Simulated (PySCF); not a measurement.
PySCF job for W(O)(NH)(F)(Cl) (ClFHNOW), SMILES [NH]=[W](=[O])([F])[Cl], multiplicity 1, TDA-PBE/def2-SVPD. Geometry: PBE-D3(BJ)/def2-SVP. The spin state was assumed, not searched. The structure was generated by enumeration; whether it is a known compound was not checked. The def2 effective core potentials stand for the cores of W; spin–orbit coupling is left out.

```python
import numpy as np
from pyscf import gto, scf, dft, tdscf

mol = gto.M(
    atom='''
    W     0.08451467    0.08667524   -0.15231121
    O     1.78713428    0.16952049    0.04539596
    N    -0.23867481   -0.98819340   -1.50700775
    H     0.14075174   -1.60730940   -2.23195342
    F    -0.58022806    1.78788798   -0.60415247
    Cl   -0.81171385   -0.90214475    1.71330832
    ''',
    basis='def2-SVPD',
    ecp={'W': 'def2-svp'},
    charge=0,
    spin=0,
    max_memory=1600,
    verbose=4,
)
mf = dft.RKS(mol, xc='pbe').density_fit(auxbasis='def2-universal-jkfit')
mf.grids.level = 3
mf.conv_tol = 1e-9
mf.max_cycle = 100
mf.kernel()
mf.grids = dft.Grids(mol).set(level=1).build(with_non0tab=True)  # coarser grid for the response kernel
td = tdscf.TDA(mf)
td.singlet = True
td.nstates = 10
td.conv_tol = 1e-4
td.positive_eig_threshold = 1e-6
td.kernel(x0=td.get_init_guess(mf, 15))
td.analyze()
tt = tdscf.TDA(mf)
tt.singlet = False
tt.nstates = 4
tt.conv_tol = 1e-4
tt.positive_eig_threshold = 1e-6
tt.kernel(x0=tt.get_init_guess(mf, 9))
tt.analyze(verbose=3)
```

Output:

```
PySCF version 2.14.0

[INPUT] verbose = 4
[INPUT] num. atoms = 6
[INPUT] num. electrons = 56
[INPUT] charge = 0
[INPUT] spin (= nelec alpha-beta = 2S) = 0
[INPUT] symmetry False subgroup None
[INPUT] Mole.unit = angstrom
[INPUT] Symbol           X                Y                Z      unit          X                Y                Z       unit  Magmom
[INPUT]  1 W      0.084514670000   0.086675240000  -0.152311210000 AA    0.159709579808   0.163792465381  -0.287826472601 Bohr   0.0
[INPUT]  2 O      1.787134280000   0.169520490000   0.045395960000 AA    3.377194337022   0.320347298602   0.085785931562 Bohr   0.0
[INPUT]  3 N     -0.238674810000  -0.988193400000  -1.507007750000 AA   -0.451030023733  -1.867414884103  -2.847831915097 Bohr   0.0
[INPUT]  4 H      0.140751740000  -1.607309400000  -2.231953420000 AA    0.265982240156  -3.037374563439  -4.217780686586 Bohr   0.0
[INPUT]  5 F     -0.580228060000   1.787887980000  -0.604152470000 AA   -1.096472123188   3.378618623602  -1.141682705780 Bohr   0.0
[INPUT]  6 Cl    -0.811713850000  -0.902144750000   1.713308320000 AA   -1.533916868016  -1.704806502214   3.237683491739 Bohr   0.0

nuclear repulsion = 264.321949285879
number of shells = 54
number of NR pGTOs = 211
number of NR cGTOs = 136
basis = def2-SVPD
ecp = {'W': 'def2-svp'}


[settings echo left out]
init E= -744.898953717699
  HOMO = -0.514761933859134  LUMO = -0.33024506989707  gap/eV = 5.02096
cycle= 1 E= -756.825952364865  delta_E= -11.9  |g|= 1.43  |ddm|= 7.47
  HOMO = -0.146542776933763  LUMO = -0.0813866109894509  gap/eV = 1.77299
cycle= 2 E= -748.555860855054  delta_E= 8.27  |g|= 5.33  |ddm|= 5.64
  HOMO = -0.221604792880365  LUMO = -0.0524155713819547  gap/eV = 4.60387
cycle= 3 E= -756.946703079744  delta_E= -8.39  |g|= 1.18  |ddm|= 5.26
  HOMO = -0.26296888854342  LUMO = -0.122151721250191  gap/eV = 3.83183
cycle= 4 E= -757.183978324717  delta_E= -0.237  |g|= 0.574  |ddm|=  1.2
  HOMO = -0.297555395396393  LUMO = -0.14771724276148  gap/eV = 4.07730
cycle= 5 E= -757.230641633985  delta_E= -0.0467  |g|= 0.256  |ddm|= 0.582
  HOMO = -0.272733946560678  LUMO = -0.126931095580176  gap/eV = 3.96750
cycle= 6 E= -757.243778548065  delta_E= -0.0131  |g|= 0.0553  |ddm|= 0.256
  HOMO = -0.277503093196195  LUMO = -0.128179824536455  gap/eV = 4.06329
cycle= 7 E= -757.243541456904  delta_E= 0.000237  |g|= 0.0659  |ddm|= 0.105
  HOMO = -0.276460662985254  LUMO = -0.129211606223883  gap/eV = 4.00685
cycle= 8 E= -757.244393277028  delta_E= -0.000852  |g|= 0.0269  |ddm|= 0.068
  HOMO = -0.276136054684993  LUMO = -0.128245373276101  gap/eV = 4.02431
cycle= 9 E= -757.244582923135  delta_E= -0.00019  |g|= 0.00445  |ddm|= 0.0289
  HOMO = -0.276283365000627  LUMO = -0.12831750340705  gap/eV = 4.02636
cycle= 10 E= -757.244585515549  delta_E= -2.59e-06  |g|= 0.00264  |ddm|= 0.00507
  HOMO = -0.27620943173939  LUMO = -0.128275839022968  gap/eV = 4.02548
cycle= 11 E= -757.244586981947  delta_E= -1.47e-06  |g|= 0.000638  |ddm|= 0.00213
  HOMO = -0.276203758779965  LUMO = -0.128278423850143  gap/eV = 4.02525
cycle= 12 E= -757.244587067157  delta_E= -8.52e-08  |g|= 8.5e-05  |ddm|= 0.00051
  HOMO = -0.276205942076542  LUMO = -0.128278880690595  gap/eV = 4.02530
cycle= 13 E= -757.244587068195  delta_E= -1.04e-09  |g|= 4.83e-05  |ddm|= 0.000111
  HOMO = -0.276205598618426  LUMO = -0.128280320195885  gap/eV = 4.02525
cycle= 14 E= -757.244587068758  delta_E= -5.63e-10  |g|= 7.17e-06  |ddm|= 4.62e-05
  HOMO = -0.276205211663257  LUMO = -0.128279567691606  gap/eV = 4.02526
Extra cycle  E= -757.244587068556  delta_E= 2.03e-10  |g|= 3.21e-05  |ddm|= 3.05e-05
converged SCF energy = -757.244587068556
tot grids = 33328
Overwritten attributes  positive_eig_threshold  of <class 'pyscf.tdscf.rks.TDA'>


******** <class 'pyscf.tdscf.rks.TDA'> for <class 'pyscf.df.df_jk.DFRKS'> ********
nstates = 10 singlet
deg_eia_thresh = 1.000e-03
wfnsym = None
conv_tol = 0.0001
eigh lindep = 1e-12
eigh level_shift = 0
eigh max_cycle = 100


Excitation energies (eV)
[4.31690245 4.55495785 4.70404132 5.16496899 5.18669633 5.27650206
 5.60195163 5.6803606  5.91049575 6.00537089]

** Singlet excitation energies and oscillator strengths **
Excited State   1:      4.31690 eV    287.21 nm  f=0.0101
      27 -> 29       -0.12102
      27 -> 30       -0.14480
      28 -> 29       -0.65219
Excited State   2:      4.55496 eV    272.20 nm  f=0.0025
      27 -> 29       -0.57531
      28 -> 29        0.11541
      28 -> 30       -0.37260
Excited State   3:      4.70404 eV    263.57 nm  f=0.0049
      27 -> 29       -0.38006
      28 -> 30        0.58343
Excited State   4:      5.16497 eV    240.05 nm  f=0.0072
      25 -> 29        0.14310
      26 -> 29        0.65272
      26 -> 30       -0.14360
      28 -> 31        0.12757
Excited State   5:      5.18670 eV    239.04 nm  f=0.0010
      27 -> 30       -0.40121
      28 -> 31       -0.56213
Excited State   6:      5.27650 eV    234.97 nm  f=0.0084
      26 -> 29        0.11318
      27 -> 30        0.43370
      27 -> 31        0.37702
      28 -> 31       -0.33087
      28 -> 32       -0.12012
Excited State   7:      5.60195 eV    221.32 nm  f=0.0008
      25 -> 29        0.57597
      26 -> 30        0.29933
      27 -> 31       -0.17856
      28 -> 32       -0.18300
Excited State   8:      5.68036 eV    218.27 nm  f=0.0019
      26 -> 30       -0.42593
      27 -> 31       -0.14680
      28 -> 32       -0.51829
Excited State   9:      5.91050 eV    209.77 nm  f=0.0106
      25 -> 29       -0.15430
      25 -> 30       -0.43966
      26 -> 30        0.22705
      26 -> 31       -0.14633
      27 -> 31        0.16175
      27 -> 32       -0.20123
      28 -> 31        0.11660
      28 -> 32       -0.30380
Excited State  10:      6.00537 eV    206.46 nm  f=0.0154
      25 -> 29       -0.19089
      26 -> 30        0.12188
      26 -> 31       -0.39591
      27 -> 30        0.12931
      27 -> 31       -0.34485
      27 -> 32        0.29589
      28 -> 33        0.12785

** Transition electric dipole moments (AU) **
state          X           Y           Z        Dip. S.      Osc.
  1         0.0993      0.1027      0.2733      0.0951      0.0101
  2        -0.0175     -0.1385     -0.0515      0.0221      0.0025
  3        -0.0596     -0.1442      0.1350      0.0426      0.0049
  4        -0.0524     -0.1731      0.1563      0.0572      0.0072
  5         0.0636     -0.0228     -0.0602      0.0082      0.0010
  6        -0.0047      0.0388      0.2518      0.0649      0.0084
  7         0.0035      0.0626     -0.0455      0.0060      0.0008
  8        -0.0677      0.0418     -0.0866      0.0138      0.0019
  9        -0.2229     -0.1539     -0.0054      0.0734      0.0106
 10        -0.1923      0.0295      0.2586      0.1047      0.0154

WARN: ECP detected. Skipping calculation of transition velocity and magnetic dipole moments, which have not yet been implemented.



******** <class 'pyscf.tdscf.rks.TDA'> for <class 'pyscf.df.df_jk.DFRKS'> ********
nstates = 4 triplet
deg_eia_thresh = 1.000e-03
wfnsym = None
conv_tol = 0.0001
eigh lindep = 1e-12
eigh level_shift = 0
eigh max_cycle = 100


Excitation energies (eV)
[3.72249895 4.19735586 4.38696542 4.51412282]

** Triplet excitation energies and oscillator strengths **
Excited State   1:      3.72250 eV    333.07 nm  f=0.0000
Excited State   2:      4.19736 eV    295.39 nm  f=0.0000
Excited State   3:      4.38697 eV    282.62 nm  f=0.0000
Excited State   4:      4.51412 eV    274.66 nm  f=0.0000
```

The run converged.
